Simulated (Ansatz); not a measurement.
Z-matrix (Å, degrees):
```
C
B 1 1.542
H 1 1.096 2 114.1
H 1 1.095 2 110.1 3 122.1
H 1 1.095 2 109.8 3 -121.8
Se 2 1.883 1 134.9 3 1.2
H 6 1.488 2 99.9 1 -0.3
```

The species carries charge 0 and has multiplicity 2.

Question: List the PBE/def2-TZVPP orbital energies in eV (the Gaussian-basis code of Ansatz). (Best estimate.)

Answer: Ansatz gave: α occupied: -12302.56, -1562.54, -1403.33, -1403.27, -1403.26, -268.76, -205.54, -178.09, -150.88, -150.71, -150.67, -53.96, -53.93, -53.88, -53.76, -53.75, -18.18, -17.40, -11.29, -10.26, -10.11, -9.82, -7.80, -6.68, -4.46. α empty: -2.04, -0.52, 0.32, 1.11, 2.00, 2.02, 2.39, 3.50. β occupied: -12302.56, -1562.54, -1403.32, -1403.27, -1403.26, -268.75, -205.54, -177.82, -150.88, -150.70, -150.67, -53.96, -53.92, -53.88, -53.75, -53.75, -18.06, -17.35, -10.87, -10.11, -10.07, -9.64, -7.70, -6.62. β empty: -2.44, -1.51, -0.15, 0.44, 1.32, 2.13, 2.38, 2.47. ⟨S²⟩ = 0.755.
